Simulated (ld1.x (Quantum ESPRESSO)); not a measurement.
What one change does to a pseudopotential (lithium (Li), ultrasoft)

lithium (Li), ultrasoft, made with ld1.x (Quantum ESPRESSO) 7.5 (PBE, scalar-relativistic). Core none, reference 1s2 2s1 2p0. Waves: 1s (bound): rcut 0.90, rcutus 0.95 bohr; 2s (bound): rcut 0.90, rcutus 0.95 bohr; 2p (bound, empty): rcut 3.50, rcutus 4.60 bohr; 2p channel at 3.2 Ry: rcut 3.50, rcutus 4.60 bohr. Local part: all-electron potential smoothed inside 2.95 bohr (lloc = -1). Core correction: none. Augmentation charge: PSQ, radius 0.65 bohr.

Change: waves 1s (bound): rcut 0.84, rcutus 0.88 bohr; 2s (bound): rcut 0.84, rcutus 0.88 bohr.

Cutoffs: the cutoffs (Ry, on a coarse ladder) from which the occupation-weighted sum of valence levels, in a spherical-Bessel basis at the reference potential, stays within 10 and 1 mRy of its value at 400 Ry; they do not see the model core or the augmentation charge, which bear on the density cutoff. Errors are all-electron minus pseudo energies relative to the spin-unpolarised reference configuration.

Task: Predict the effect on cutoff, ghosts and configuration errors.

Result: The potential gets harder (50 Ry and 80 Ry → 60 Ry and 80 Ry); both files keep a bound ghost (p); of the 4 tests that both files solve, the error grows in 0 and shrinks in 1 by more than 15 % and 0.3 meV (median size 1.8 → 1.8 meV). A smaller radius makes the pseudo-wave follow the all-electron one further in, where it bends more sharply, so more plane waves are needed.

| quantity | base | changed |
| --- | --- | --- |
| cutoff, loose | 50 Ry | 60 Ry |
| cutoff, tight | 80 Ry | 80 Ry |
| bound ghosts | p | p |
| error for 1s2 2s0 2p0, meV [ΔE 5.30 eV] | 0.0 | 0.0 |
| error for 1s2 2s0.5 2p0, meV [ΔE 2.05 eV] | 0.0 | 0.0 |
| error for 1s2 2s0 2p1, meV [ΔE 1.79 eV] | +3.5 | +3.5 |
| error for 1s1 2s1 2p0, meV [ΔE 68.41 eV] | +107 | +90 |
| s: phases at 4.99 bohr within 0.05 rad from the reference energy up to (Ry; the scan ends near 5) | 2.5 | 2.5 |
| p: phases at 4.99 bohr within 0.05 rad from the reference energy up to (Ry; the scan ends near 5) | 0.0 | 0.0 |
| lowest overlap eigenvalue by channel | s 0.82, p 0.07 | s 0.99, p 0.07 |

Base: These tests converged, but a pseudo level misses the all-electron one widely, so the file describes the atom poorly there or has found another state: 1s1 2s1 2p0: empty 2p by 3.4 eV. Changed file: These tests converged, but a pseudo level misses the all-electron one widely, so the file describes the atom poorly there or has found another state: 1s1 2s1 2p0: empty 2p by 3.4 eV. A true bound ghost makes a file unfit for plane-wave use even where its test errors are small: the radial tests pick states by their node count and pass the ghost by.
